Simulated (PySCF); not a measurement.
C2H2BrCl.
SMILES with atom numbers: `[Cl:1]/[CH:2]=[CH:3]/[Br:4]` (hydrogens: H5 on C2; H6 on C3)

Geometry (PBE0-D3(BJ)/def2-SVP, Å), atoms numbered from 1 in this order:
```
atom  x, y, z in Å
Cl1   -2.0769    0.2699    0.5636
C2    -0.5567   -0.3812    0.0899
C3     0.5152    0.3894   -0.0851
Br4    2.1685   -0.3199   -0.6006
H5    -0.5478   -1.4642   -0.0524
H6     0.5022    1.4714    0.0584
```

Method used: PBE0-D3(BJ)/def2-SVP geometry optimisation, gas phase (PySCF).

Masses are those of the commonest isotopes; rigid-rotor values at the optimised geometry. 

(1) What are A, B and C (cm⁻¹)?

(2) Classify the top.

(3) What does the inertial defect say?

## Answers

(1) Ia = 9.69, Ib = 502.19, Ic = 511.88 u·Å²; 505379 MHz·u·Å²/I gives 52163, 1006 and 987.3 MHz, that is A = 1.73999, B = 0.03357, C = 0.03293 cm⁻¹.

(2) A near-prolate asymmetric top: κ = (2 × 1006 − 52163 − 987.3)/(52163 − 987.3) = -1.00.

(3) Planar: Δ = Ic − Ia − Ib = 0.00 u·Å². For a rigid frame Δ = −2 Σ m c², so it vanishes when all atoms lie in the ab plane; here none is more than 0.01 Å from it.

The dipole components are |μa| = 0.03 D, |μb| = 0.07 D, |μc| = 0.00 D.

Q: Estimate the classical rotational partition function at 50 K, 200 K and 500 K.

A: Point group Cs, symmetry number σ = 1; q = (√π/σ)·√((kT/h)³/(ABC)), k/h = 20836.6 MHz/K: 8280 at 50 K, 66200 at 200 K, 262000 at 500 K.

Not checked by PBE0-D3(BJ)/def2-SVP frequencies. Constants of a rigid frame at the computed geometry: no zero-point averaging, no centrifugal distortion. Quadrupole hyperfine structure (35Cl, 79Br) is left out.

Time: 21 s wall; peak memory 0.35 GiB. Hardware: one thread of an Arm Neoverse V1, shared host with 32 logical CPUs at a one-minute load of 19. These figures are those of the optimisation.
